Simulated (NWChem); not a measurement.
Species: germanium monotelluride (GeTe, singlet); SMILES [Ge]=[Te]

Results from NWChem. Low-valent species are run as closed-shell singlets; no triplet was tried in these runs. Geometry: optimised at PBE0/def2-SVP. def2 effective core potentials on Te; no spin-orbit coupling. Level B3LYP/def2-SVPD: single points from the atomic guess with DIIS by default; each run changes one setting, and all converged runs end within 0.3 mHa of each other.

Q: Which setting needs the most SCF iterations, or fails (defaults; no level shifting; DIIS on 3 Fock matrices; level shift of 0.5 Ha throughout; no DIIS, 40 % damping; occupation smearing of 0.005 Ha)?

A: no DIIS, 40 % damping, which doesn't converge.
```json
[
 {"setting": "defaults", "SCF iterations": "8"},
 {"setting": "DIIS on 3 Fock matrices", "SCF iterations": "9"},
 {"setting": "level shift of 0.5 Ha throughout", "SCF iterations": "20"},
 {"setting": "occupation smearing of 0.005 Ha", "SCF iterations": "8"},
 {"setting": "no level shifting", "SCF iterations": "8"},
 {"setting": "no DIIS, 40 % damping", "SCF iterations": "not converged in 200"}
]
```
